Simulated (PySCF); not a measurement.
CH5Al2Cl3.
SMILES with atom numbers: `[Cl:1][CH2:2][AlH-:3]1[Cl+:4][AlH2-:5][Cl+:6]1` (hydrogens: H7, H8 on C2; H9 on Al3; H10, H11 on Al5)

Computed with PySCF at CAM-B3LYP/def2-SVPD, non-relativistic, on one gas-phase PBE0-D3(BJ)/def2-SVP geometry that isn't relaxed in the solvent. The solvent is an IEF-PCM continuum (Bondi radii, 1.10 Å for H, scaled by 1.2), and excitations are vertical TDDFT with non-equilibrium linear response and a frozen core. Specific hydrogen bonds and non-electrostatic terms are outside this model.

Gas-phase singlets (H = HOMO, L = LUMO):

```csv
state,E (eV),λ (nm),f,leading configuration
S1,6.256,198,0.046,H→L 54%
S2,6.699,185,0.002,H-1→L 65%
S3,6.990,177,0.001,H→L+1 18%
S4,7.038,176,0.005,H-2→L 34%
S5,7.176,173,0.004,H→L+4 41%
```

Q: Give the list for methanol (ε = 32.61), n² = 1.77.

A: 
```csv
state,E (eV),λ (nm),f,leading configuration,change by rank (eV)
S1,6.325,196,0.058,H→L 51%,+0.069
S2,6.854,181,0.002,H-1→L 54%,+0.155
S3,7.071,175,0.001,H→L+1 23%,+0.081
S4,7.182,173,0.009,H-2→L+3 39%,+0.144
S5,7.264,171,0.003,H→L+1 22%,+0.088
```

Q: Give the list for dimethylsulfoxide (ε = 46.83), n² = 2.19.

A: 
```tsv
state	E (eV)	λ (nm)	f	leading configuration	change by rank (eV)
S1	6.320	196	0.062	H→L 52%	+0.064
S2	6.846	181	0.002	H-1→L 55%	+0.147
S3	7.064	176	0.001	H→L+1 24%	+0.074
S4	7.181	173	0.010	H-2→L+3 38%	+0.143
S5	7.261	171	0.004	H→L+1 22%	+0.085
```

Q: The ground-state energy changes by -0.241 eV from gas to dimethylsulfoxide. By how much does the total energy of gas-phase S1 change?

A: E(S1) = E(S0) + excitation energy, so it changes by -0.241 + 0.064 = -0.177 eV: it is lowered less than the ground state, which is what a blue shift means. This is the vertical state, with the slow part of the continuum still set for S0.

Q: How do the frontier levels move from gas to dimethylsulfoxide?

A: 
```tsv
orbital	gas (eV)	solvent (eV)	change (eV)	Löwdin shares, gas	Löwdin shares, solvent
LUMO+2	0.72	0.96	+0.24	Al5 44 %, Cl4 13 %, Cl6 13 %, Al3 9 %	Al5 42 %, Cl4 14 %, Cl6 11 %, Al3 8 %
LUMO+1	0.58	0.87	+0.29	Al3 28 %, Al5 21 %, Cl6 12 %, Cl4 10 %	Al3 35 %, Al5 16 %, Cl6 12 %, Cl4 11 %
LUMO	-0.06	0.35	+0.41	Al5 24 %, Cl6 18 %, Al3 15 %, Cl4 13 %	Al5 22 %, Cl6 17 %, Al3 14 %, Cl4 14 %
HOMO	-9.32	-9.13	+0.19	Cl1 44 %, C2 28 %, Al3 11 %	Cl1 39 %, C2 30 %, Al3 12 %, Cl6 4 %
HOMO-1	-10.07	-9.85	+0.22	Al5 29 %, H10 24 %, H11 21 %, Cl4 8 %	Al5 29 %, H10 24 %, H11 21 %, Cl6 8 %
HOMO-2	-10.14	-10.08	+0.06	Cl1 78 %, C2 13 %	Cl1 76 %, C2 14 %, H8 4 %, H7 4 %
HOMO-3	-10.74	-10.52	+0.22	H9 33 %, Al3 25 %, Cl6 8 %, H11 8 %	H9 32 %, Al3 24 %, Cl6 10 %, H11 9 %
```

The HOMO–LUMO gap goes from 9.26 to 9.48 eV.

Conformer computed: `[Cl:1][CH2:2][AlH-:3]1[Cl+:4][AlH2-:5][Cl+:6]1`: Cl1–C2–Al3–Cl4 -71°.
